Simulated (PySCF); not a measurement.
Mapped SMILES: `[CH3:1][CH2:2][O:3][CH2:4][S:5](=[O:6])(=[O:7])[O-:8]`; H(Xn) means a hydrogen on atom n.

Geometry: GFN2-xTB; GIAO shifts from PySCF 2.14, gas phase, non-relativistic, averaged over equivalent atoms.

At wB97X/pcSseg-1 (178 basis functions, 55 s wall time on 1 thread of an Arm Neoverse N1, shared host):
```json
{"atoms": "C4", "δ (ppm)": "90.3"}
{"atoms": "C2", "δ (ppm)": "65.8"}
{"atoms": "C1", "δ (ppm)": "18.2"}
{"atoms": "O6/O7/O8", "δ (ppm)": "222.1"}
{"atoms": "O3", "δ (ppm)": "37.1"}
{"atoms": "H(C2)", "δ (ppm)": "4.66"}
{"atoms": "H(C4)", "δ (ppm)": "3.85"}
{"atoms": "H(C1)", "δ (ppm)": "0.87"}
```

References, each an isolated molecule treated in the same way: ¹³C (σ = 189.62 ppm) and ¹H (σ = 31.81 ppm) vs TMS; ¹⁷O (σ = 337.45 ppm) against H2O.

Q: Estimate the result of repeating the calculation with PW91/IGLO-II.

A: 
```json
{"atoms": "C4", "δ at PW91/IGLO-II": "92.3", "change": "+2.0"}
{"atoms": "C2", "δ at PW91/IGLO-II": "69.6", "change": "+3.8"}
{"atoms": "C1", "δ at PW91/IGLO-II": "17.7", "change": "-0.5"}
{"atoms": "O6/O7/O8", "δ at PW91/IGLO-II": "250.1", "change": "+28.0"}
{"atoms": "O3", "δ at PW91/IGLO-II": "69.0", "change": "+31.9"}
{"atoms": "H(C2)", "δ at PW91/IGLO-II": "5.07", "change": "+0.41"}
{"atoms": "H(C4)", "δ at PW91/IGLO-II": "4.30", "change": "+0.45"}
{"atoms": "H(C1)", "δ at PW91/IGLO-II": "0.79", "change": "-0.08"}
```

Shifts are taken against calculated references (same method and geometry level): ¹³C (σref 183.77) and ¹H (σref 32.06) against TMS; ¹⁷O (σref 335.80) against H2O.

The largest change is at O3 (ether oxygen). Cost: 231 basis functions, 86 s wall time on 1 thread of an Arm Neoverse N1, shared host. The order of the carbon signals is the same at both levels.

Experimental scales use liquid or dissolved standards, which lie at an offset from isolated H2O (liquid H2O: subtract about 36 ppm).
